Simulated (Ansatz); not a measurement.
A nudged elastic band was laid between two geometries of AlClFH₃NO (8 atoms, charge 0, multiplicity 2).

Computed with UKS BHLYP/def2-SVP (Ansatz).

```
movable images  : 5
climbing image  : yes
spring          : 5.0 eV/Å²
optimiser       : quadratic models (default)
start path      : through a guess of the saddle point
force threshold : 0.05 eV/Å
iteration limit : 60
end points      : relaxed
```

Initial state:

```xyz
8
Properties=species:S:1:pos:R:3
Al -0.028 -0.410 0.880
F -0.051 -2.064 1.038
Cl 1.468 0.303 -0.457
N -1.492 -0.030 -0.393
H -1.714 -0.585 -1.217
H -1.993 0.855 -0.409
O -0.499 0.569 2.178
H -0.182 0.561 3.072
```

Final state:

```xyz
8
Properties=species:S:1:pos:R:3
Al -0.350 -0.437 0.612
F -0.084 -2.006 1.077
Cl 1.540 0.724 0.488
N -1.609 -0.082 -0.552
H -2.233 -0.775 -0.931
H -1.808 0.820 -0.952
O -0.258 0.627 2.117
H 0.313 0.328 2.833
```

Problem. What changes between the two ends?

Solution. No bond is made or broken.

Problem. What energy profile does the band end with?

Solution. The run converged. The highest image is number 5 of 0 to 6, 1.23 eV above the first end and 0.13 eV above the last; the last end lies 1.10 eV above the first. A vibrational analysis at the climbing image gives one clearly imaginary mode, 512i cm⁻¹: a first-order saddle point.

```json
{"image": "0", "path coordinate (Å)": "0.00", "energy (eV)": "0.00"}
{"image": "1", "path coordinate (Å)": "0.36", "energy (eV)": "0.01"}
{"image": "2", "path coordinate (Å)": "0.73", "energy (eV)": "0.02"}
{"image": "3", "path coordinate (Å)": "1.09", "energy (eV)": "0.05"}
{"image": "4", "path coordinate (Å)": "1.46", "energy (eV)": "0.33"}
{"image": "5", "path coordinate (Å)": "1.82", "energy (eV)": "1.23"}
{"image": "6", "path coordinate (Å)": "2.43", "energy (eV)": "1.10"}
```

Problem. What is the geometry of the highest image?

Solution. 
```xyz
8
Properties=species:S:1:pos:R:3
Al -0.157 -0.387 0.554
F 0.052 -1.942 1.096
Cl 1.655 0.701 0.203
N -1.558 -0.106 -0.500
H -2.260 -0.799 -0.704
H -1.805 0.775 -0.921
O -0.339 0.668 2.058
H -0.077 0.290 2.908
```

Problem. What are the harmonic wavenumbers there?

Solution. 512i, 110, 140, 193, 214, 277, 360, 426, 461, 516, 635, 671, 713, 909, 1578, 3688, 3781, 3875 cm⁻¹.

The band took 53 iterations and of the order of 40 core-minutes.

The run took 9.9 min on 4 threads of Arm Neoverse V1, on a shared host, peak memory 0.31 GiB.
